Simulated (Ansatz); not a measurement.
Frontier orbitals of CH3NOSSi, SMILES `OC1=N[SiH2]S1`.

```json
{"atom": "O1", "x (Å)": "1.9806", "y (Å)": "-0.8233", "z (Å)": "-0.4610"}
{"atom": "C2", "x (Å)": "0.7655", "y (Å)": "-0.3828", "z (Å)": "-0.1724"}
{"atom": "N3", "x (Å)": "0.3876", "y (Å)": "0.8411", "z (Å)": "-0.1789"}
{"atom": "Si4", "x (Å)": "-1.2383", "y (Å)": "0.4242", "z (Å)": "0.2962"}
{"atom": "S5", "x (Å)": "-0.4617", "y (Å)": "-1.6022", "z (Å)": "0.2664"}
{"atom": "H6", "x (Å)": "2.5137", "y (Å)": "-0.0425", "z (Å)": "-0.6739"}
{"atom": "H7", "x (Å)": "-1.6575", "y (Å)": "0.8967", "z (Å)": "1.6351"}
{"atom": "H8", "x (Å)": "-2.2900", "y (Å)": "0.6889", "z (Å)": "-0.7114"}
```

The species carries charge 0 and has multiplicity 1. Geometry: relaxed with PBE0-D4/def2-TZVP. It is one conformer, not always the lowest. Basis def2-TZVPP, the Gaussian-basis code of Ansatz.

Orbital energies of one run (eV). Highest occupied ones, from the top: -6.51, -6.82, -7.75, -8.81, -9.61, -9.78, -11.46, -11.69, -12.30, -13.75, -16.51, -19.51, -24.35, -29.36. Empty: -1.06, -0.85, -0.51, 0.58, 0.90, 2.10.

Q: Which functional gave them?
A. r2SCANh
B. r2SCAN0
C. r2SCAN
D. ωB97X-V

A: C. HOMO energies: r2SCAN -6.51, r2SCANh -6.96, ωB97X-V -9.76, r2SCAN0 -7.62 eV.
